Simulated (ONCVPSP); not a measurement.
## Au (Z = 79): ONCV pseudisation with LDA (Perdew-Wang 92), scalar-relativistic reference atom.

```
Element                 : Au (Z = 79)
Generator               : ONCVPSP 4.0.1
Type                    : optimised norm-conserving Vanderbilt (ONCV)
Functional              : LDA (Perdew-Wang 92)
Relativity              : scalar-relativistic
Frozen core             : [Kr] 4d10 4f14
Valence charge          : 19
Reference configuration : 5s2 5p6 5d10 6s0.5 6p0.5
Partial waves           : 5s+6s: rc 1.60 bohr, ncon 5, nbas 8, qcut 9.6 1/bohr, 3 projectors, debl 2 Ha; 5p+6p: rc 1.80 bohr, ncon 4, nbas 8, qcut 6.9 1/bohr, 2 projectors; 5d: rc 1.60 bohr, ncon 3, nbas 7, qcut 11.4 1/bohr, local
Local potential         : the d channel
Core correction         : none
```

All-electron outer shells of the reference configuration (LDA (PZ), scalar-relativistic, ld1.x):

| shell | level (eV) | outermost node (bohr) | outermost maximum (bohr) |
| --- | --- | --- | --- |
| 4d | -327.00 | 0.20 | 0.41 |
| 5s | -109.92 | 0.48 | 0.84 |
| 4f | -82.72 | – | 0.37 |
| 5p | -61.21 | 0.52 | 0.96 |
| 5d | -8.22 | 0.56 | 1.21 |
| 6s | -6.94 | 1.11 | 2.29 |
| 6p | -1.54 | 1.32 | 3.42 |

Calculated quality:

```
Cutoffs needed      : 33 Ha and 40 Ha (the cutoffs (Ha) at which the residual kinetic energy of the hardest occupied pseudo-wave falls to 1 and 0.1 mHa per electron)
Ghost test          : no bound ghost flagged; GHOST(+) flags only above 600 eV
Configuration tests : 2 of 4 tests not solved or not reliable
```

Generation and tests took about 3.7 s on one core of a shared server CPU.
